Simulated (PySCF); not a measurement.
**Au²⁺ (gold, charge +2) across methods**

[Xe] 4f14 5d8 6p1, one real determinant (an excited configuration). Computed with PySCF 2.14 in ANO-RCC-VTZP (8s7p5d3f1g, 84 functions), with the spin-free X2C one-electron Hamiltonian (Gaussian nucleus).

```tsv
method	E (hartree)	mean ε 5d α (eV)	mean ε 5d β (eV)	mean ε 6p α (eV)	Σ⟨r²⟩ (bohr²)	⟨S²⟩
r2SCAN	-19012.41	-32.682	-31.250	-17.180	48.18	3.751
LDA	-19000.61	-32.410	-31.001	-17.184	48.25	3.750
UHF	-19006.68479	-39.404	-37.457	-19.069	48.75	3.753
PBEsol	-19006.66	-32.242	-30.790	-17.049	48.23	3.750
PBE0	-19012.15	-34.271	-32.740	-17.679	48.28	3.751
PBE	-19012.41	-32.221	-30.799	-17.021	48.32	3.751
BLYP	-19013.46	-31.975	-30.703	-16.880	48.46	3.750
```

(1) Estimate the same row for M06-2X.

⟨L²⟩ = 14.02 against 20 for a pure G term, so this real determinant mixes terms. Spin-orbit coupling, absent here, splits the open shell strongly.

Answers

(1) E (hartree) = -19014.34; mean ε 5d α (eV) = -36.145; mean ε 5d β (eV) = -34.722; mean ε 6p α (eV) = -18.594; Σ⟨r²⟩ (bohr²) = 48.23; ⟨S²⟩ = 3.751.
